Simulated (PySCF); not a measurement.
CH6OSi2, SMILES CO[Si][SiH3] (connectivity only; charge and spin as stated), neutral, multiplicity 1. Atoms are numbered in the order given.

```xyz
10

Si     0.9790    -0.1292     0.0000
O     -0.4070    -1.0791     0.0000
C     -0.4311    -2.4937     0.0000
H     -0.9699    -2.8505    -0.8928
H     -0.9699    -2.8505     0.8928
H      0.5868    -2.9268     0.0000
Si    -0.3290     1.9233     0.0000
H      0.5166     3.1591     0.0000
H     -1.2101     1.9734    -1.2108
H     -1.2101     1.9734     1.2108
```

Coordinates come from a B3LYP-D3(BJ)/def2-SVP optimisation. The structure was generated by enumeration; whether it is a known compound was not checked. The values are those of a single conformer.

Two levels are set side by side: PBE/pcSseg-1 (PySCF) and PBE0/pcSseg-1 (PySCF). GIAO shifts against H2O (¹⁷O), TMS (²⁹Si), TMS (¹H), TMS (¹³C) at the same level; non-relativistic, no solvent, atoms listed together averaged. Differences are taken from unrounded values.

```
quantity                 PBE
--------------------  ------
δ(²⁹Si) of Si1 (ppm)   650.0
δ(¹⁷O) of O2 (ppm)     444.1
δ(¹³C) of C3 (ppm)      72.2
δ(²⁹Si) of Si7 (ppm)  -112.0
```

Problem. These are the PBE values. What does PBE0 give? (The exact figures need the calculation; the answer reports its results.)

Solution. 
| quantity | PBE0 | PBE minus PBE0 |
|---|---|---|
| δ(²⁹Si) of Si1 (ppm) | 669.1 | -19.1 |
| δ(¹⁷O) of O2 (ppm) | 405.5 | 38.6 |
| δ(¹³C) of C3 (ppm) | 69.0 | 3.2 |
| δ(²⁹Si) of Si7 (ppm) | -107.7 | -4.3 |

Rough cost on one machine, each run with all the roots and properties that it gave: PBE0 against PBE within a factor of 2.
